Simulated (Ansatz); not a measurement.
Gas-phase electronic energies from Ansatz, PBE0-D4/def2-TZVP geometries. CCSD(T)/CBS is the MP2 limit (def2-TZVPP, def2-QZVPP) plus CCSD(T) − MP2 in def2-TZVPP, frozen cores. This one scheme is used for every species. Functionals use def2-TZVPP. One conformer a species, not always the lowest.

`CB(C)S` + H₂O → `CB(O)S` + CH₄  (formal hydrolysis of a B–C bond)

CCSD(T)/CBS gives -28.2 kcal/mol.

Q: Another level gave -30.4 kcal/mol. Which?
A. revPBE-D4/def2-TZVPP
B. r2SCAN/def2-TZVPP
C. RPA@PBE/def2-TZVPP
D. BHLYP/def2-TZVPP

A: B. r2SCAN -30.4, RPA@PBE/def2-TZVPP -29.0, BHLYP -31.3, revPBE-D4 -28.0 kcal/mol.

Largest T1 diagnostic among the species: 0.012.

Leaving LDA and LC-ωPBE aside and taking each functional with its dispersion term where it has one, the values, not all of them listed here, spread over 2.9 kcal/mol, from CAM-B3LYP-D4 to revPBE-D4. The D4 term adds +0.9 kcal/mol with B3LYP and +0.5 kcal/mol with PBE0; it sums over pairs of atoms, weighted by their polarisabilities, and B3LYP, whose exchange is more repulsive, gets the larger term. At CCSD(T), def2-SVP lies −5.9 kcal/mol from the extrapolated value and def2-TZVPP −1.0 kcal/mol.

B3LYP here is the variant with VWN-RPA as its local correlation; programs differ in this.
